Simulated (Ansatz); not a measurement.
Consider the hydrogenolysis of a C–Si bond: `F[CH]([SiH3])[GeH3]` + H₂ → `F[CH2][GeH3]` + SiH₄.

Calculated with Ansatz (gas phase, PBE0-D4/def2-TZVP geometries, no zero-point term in ΔE). CCSD(T)/CBS adds triple-zeta CCSD(T) − MP2 to the extrapolated MP2 energy (def2 sets, frozen cores). This one scheme is used for every species. Functionals use def2-TZVPP. For Ge outer-core shells are correlated without core-valence functions, which leaves a few kJ/mol of doubt a bond. Scalar relativity is left out up to krypton.

```json
{"level": "B2PLYP", "ΔE (eV)": "-0.44"}
{"level": "HF/def2-QZVPP", "ΔE (eV)": "-0.67"}
{"level": "HF/CBS(def2)", "ΔE (eV)": "-0.67"}
{"level": "MP2/CBS(def2)", "ΔE (eV)": "-0.28"}
```

**Question.** What does CCSD(T)/CBS give? (Best estimate.)

**Answer.** Ansatz gave: -0.33 eV. The listed levels differ from it by -0.11, -0.34, -0.34, 0.05 eV.

Largest T1 diagnostic among the species: 0.012.

The D4 term adds +0.12 eV with B3LYP and +0.07 eV with PBE0; it sums over pairs of atoms, weighted by their polarisabilities, and B3LYP, whose exchange is more repulsive, gets the larger term. In def2-TZVPP, CCSD(T) changes the Hartree–Fock value by +0.28 eV (the triples alone add +0.06 eV) and MP2 by +0.34 eV.

B3LYP here is the variant with VWN-RPA as its local correlation; programs differ in this.
